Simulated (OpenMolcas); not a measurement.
**Co2+: effect of the level shift or regulariser**

| Item | Value |
| --- | --- |
| Program | OpenMolcas 26.06 |
| Basis | ANO-RCC-VTZP [6s5p3d2f1g] |
| Scalar Hamiltonian | DKH2, point nucleus |
| Active space | 7 electrons in 5 orbitals (3d) |
| State averaging | 2S+1 = 4 even, 10 roots; 2S+1 = 2 even, 40 roots |
| Spin-orbit coupling | RASSI with atomic mean-field integrals over the reference wave functions, term energies averaged over their components |

Methods on the same reference wave functions:
A. CASSCF
B. MS-CASPT2, IPEA 0.25 Eh, imaginary shift 0.1 Eh (closed shells correlated: 3s 3p)
C. MS-CASPT2, IPEA 0.25 Eh, real shift 0.2 Eh (closed shells correlated: 3s 3p)
D. MS-CASPT2, IPEA 0.25 Eh, sigma2 regulariser 0.3 Eh (closed shells correlated: 3s 3p)

Energies in eV above 3d⁷ ⁴F_9/2, the measured ground level; measured values from Sugar and Corliss, J. Phys. Chem. Ref. Data 10, 1097 (1981).

```
        Level       A       B       C       D  Measured
   3d⁷ ⁴F_9/2  0.0000  0.0000  0.0000  0.0000    0.0000
   3d⁷ ⁴F_7/2  0.1057  0.1062  0.1062  0.1062    0.1043
   3d⁷ ⁴F_5/2  0.1837  0.1838  0.1838  0.1838    0.1799
   3d⁷ ⁴F_3/2  0.2374  0.2369  0.2369  0.2369    0.2315
   3d⁷ ²G_9/2  2.3575   2.031   2.032   2.031    2.1050
   3d⁷ ⁴P_5/2  2.3651   1.925   1.926   1.925    1.8848
   3d⁷ ⁴P_3/2  2.4014   1.950   1.952   1.950    1.9129
   3d⁷ ⁴P_1/2  2.4505   2.007   2.008   2.007    1.9604
   3d⁷ ²G_7/2  2.4579   2.131   2.132   2.131    2.2027
   3d⁷ ²P_3/2  3.1181   2.448   2.459   2.448    2.5038
  3d⁷ ²H_11/2  3.1347   2.807   2.804   2.807    2.8170
   3d⁷ ²P_1/2  3.2231   2.535   2.547   2.534          
   3d⁷ ²H_9/2  3.2233   2.896   2.893   2.896    2.9055
3d⁷ ²D_5/2(1)  3.3940   2.822   2.824   2.822    2.8589
3d⁷ ²D_3/2(1)  3.5501   2.970   2.972   2.970    3.0050
   3d⁷ ²F_5/2  5.4267   4.568   4.570   4.568    4.5900
   3d⁷ ²F_7/2  5.4706   4.613   4.614   4.613    4.6267
3d⁷ ²D_3/2(2)  8.4659   7.215   7.217   7.215          
3d⁷ ²D_5/2(2)  8.5167   7.269   7.271   7.269
```

Deviations, from unrounded energies. A percentage is the sum of absolute deviations over the sum of measured energies, with the sign that they share, or ± where signs differ.

```csv
Against measurement,Levels,A,B,C,D
mean absolute deviation (cm-1),15,3200,250,240,250
fine structure of the ground term (%),3,+2.2,+2.2,+2.2,+2.2
other terms of the ground configuration (%),12,+17.9,±1.4,±1.3,±1.4
```

B, C, D lie about equally close to measurement and A furthest from it. The largest miss of C in the table is 3d⁷ ²G_9/2, by -590 cm-1. The ranking rests on the paired levels alone, and a cruder setting can come out closer through cancelling errors.

Among B to D the level of the table that moves most is 3d⁷ ²P_1/2, by 98 cm-1 (lowest in D, highest in C). Moves below CASPT2's spread within the term are not significant.

The two smallest mean deviations differ by little beside CASPT2's spread within terms, so their order carries little weight.

From A to B the spin-free energies of the other terms of 3d⁷ shown, above ⁴F, scale by factors of 0.77 to 0.89, as is usual when dynamic correlation screens the repulsion within a d or f shell.

The lowest spin-free term lies below A's lowest term by 0.495 hartree in B, 0.495 hartree in C, 0.495 hartree in D.

Term energies are means over components that CASPT2 splits; among the terms shown or strongly mixed into the levels shown the widest spread is 970 cm-1 (3d⁷ ⁴F, D). Without dynamic correlation excited terms often stand tens of per cent too high (terms of higher spin than the ground term too low), and those without a measured partner can miss by more than the paired ones (holds for A). The CASPT2 spread within a term exceeds the gap to the next term for 3d⁷ ²H and 3d⁷ ²D(1), so the order of their levels is uncertain (holds for B; C; D). Measured partners are found by configuration, term and J. A level has none where our copy of the source lacks it or the pairing is in doubt (some pairs that miss far off the trend of their configuration count as doubtful), and it then counts in no deviation. Only configurations of the active space appear.

A number in round brackets counts repeated terms of one configuration in the order of the reference energies.
